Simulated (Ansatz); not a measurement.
Born–Oppenheimer molecular dynamics of H₄O₂Zn (7 atoms, charge 0, multiplicity 1). It starts at the highest image of a converged band, a first-order saddle point between two minima.

Level of theory: RKS PBE-D4/def2-SVP in Ansatz 0.2.0.

```json
{"ensemble": "NVE (velocity Verlet)", "time step": "0.5 fs", "steps asked": "200", "starting velocities drawn for": "100 K", "seed": "2993"}
```

First frame:

```xyz
7
Properties=species:S:1:pos:R:3
Zn 0.227 -0.181 -0.007
O 0.029 0.213 1.899
H -0.572 -0.368 2.409
O -0.521 -0.252 -1.638
H 0.134 -0.543 -2.300
H 1.876 -0.589 0.886
H 1.205 -0.320 1.579
```

How far do the bonds stretch over the last three quarters of this one trajectory? (Pairs bonded in most of those frames.)


```
  bond  mean (Å)  spread (Å)  shortest  longest
Zn1–O4     1.816       0.035      1.76     1.87
Zn1–H6     1.574       0.055      1.47     1.71
 O2–H3     0.978       0.021      0.94     1.01
 O2–H7     0.982       0.017      0.96     1.02
 O4–H5     0.977       0.005      0.97     0.99
```

Pairs bonded in part of these frames only: Zn1–O2 30 %.

Mean temperature of the second half: 971 K. The conserved energy stayed within 0.11 meV per atom of its start (net change 0.0081 meV per atom), so the integration is sound. The kinetic energy rose, since the run started high on the potential surface and went downhill. It ends in pieces (H2O + H2OZn), so much of that is their flight and rotation, not heat. A run of 0.1 ps of so small a system gives no equilibrium averages. The orbitals stay closed-shell, which can raise the energy where a bond breaks towards radicals; this wasn't checked here.

Time of the run: 6.4 min on 1 thread of Arm Neoverse V2, with other jobs on the host, peak memory 0.15 GiB.
